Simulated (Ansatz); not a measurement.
Relaxation of ClF₃Zr (5 atoms, charge 0, multiplicity 1), to a largest force component of 0.02 eV/Å in at most 40 steps.

The calculation used RKS B3LYP-D4/def2-SVP in Ansatz.

```xyz
5
Properties=species:S:1:pos:R:3
Zr 0.000 0.000 0.000
F 0.000 0.000 1.980
Cl 2.376 0.000 -0.839
F -0.933 1.616 -0.659
F -0.933 -1.616 -0.659
```

Q: Where does it end, and by what steps?

A: It converged. After 3 steps the energy has fallen by 0.476 eV; Cl3 moved furthest, 0.14 Å.

```json
{"step": "0", "energy less start (eV)": "0.0000", "largest force component (eV/Å)": "2.227", "accepted": "yes"}
{"step": "1", "energy less start (eV)": "-0.4068", "largest force component (eV/Å)": "1.488", "accepted": "yes"}
{"step": "2", "energy less start (eV)": "-0.4752", "largest force component (eV/Å)": "0.086", "accepted": "yes"}
{"step": "3", "energy less start (eV)": "-0.4755", "largest force component (eV/Å)": "0.012", "accepted": "yes"}
```

```xyz
5
Properties=species:S:1:pos:R:3
Zr 0.023 0.000 -0.008
F 0.010 0.000 1.891
Cl 2.243 0.000 -0.792
F -0.882 1.547 -0.635
F -0.882 -1.547 -0.635
```

Whether the end is a true minimum wasn't checked by a vibrational analysis.

Run time: 23 s on 1 thread of Arm Neoverse V1 (shared host), peak memory 0.19 GiB.
